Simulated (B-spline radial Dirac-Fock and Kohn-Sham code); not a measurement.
# K-line shifts caused by a second vacancy in Cr⁺

System: Cr⁺, [Ar] 3d5.

Input of the calculation (task.json; shells as n, l, electrons):

```json
{"items": [{
  "Z": 24,
  "q": 1,
  "cfg": [[1, 0, 2], [2, 0, 2], [2, 1, 6], [3, 0, 2], [3, 1, 6], [3, 2, 5]],
  "A": 52,
  "rrms": 3.6452,
  "do": ["binding", "quiet", "double"]
}]}
```

Launch: `python xray_run.py task.json out`

The computed values come from an atomic code on a B-spline grid: Dirac-Fock (average of configuration) total-energy differences with a finite nucleus, the Breit interaction including its frequency dependence, and self-energy and vacuum-polarisation corrections. Each two-hole energy is an average over J within one jj subconfiguration, not an observable level; in light atoms, where LS coupling holds, the j-resolved values are not observed lines, and for a K spectator the Kα1 hypersatellite is nearly forbidden. No correlation.

Lines without a spectator: Kα2 (K-L2) 5405.6 eV, Kα1 (K-L3) 5414.0 eV, Kβ3 (K-M2) 5942.9 eV, Kβ1 (K-M3) 5943.9 eV. Shifts in eV with one spectator hole (a dash: not computed, or left out as unreliable):

```
spectator hole     Kα2     Kα1    Kβ3    Kβ1
    L2 (2p1/2)  +22.30  +27.32      –  +62.3
    L3 (2p3/2)  +25.74  +24.57  +60.6      –
    M2 (3p1/2)       –   +1.82  +3.90  +5.25
    M3 (3p3/2)   +1.69       –  +5.00  +4.63
```

Problem. Where does the K-L3 hypersatellite lie, emitted when both K electrons are missing?

Solution. +251.4 eV from the normal line, at 5665.4 eV. Removing both K electrons costs 12340.1 eV, which is 332.6 eV more than twice the K binding energy. In light atoms the observed hypersatellite is the ¹S₀ → ¹P₁ component, which lies below this average, and the triplet component is nearly forbidden.

With n spectator holes in 2p, averaged over the 2p shell (energies in eV):

```
n    KαLⁿ   step  hypersatellite KαʰLⁿ
0  5411.2      –                5662.0
1  5436.6  +25.5                5688.6
2  5463.1  +26.5                5716.3
3  5490.7  +27.6                5745.0
4  5519.4  +28.7                5774.9
5  5549.2  +29.8                5805.9
```
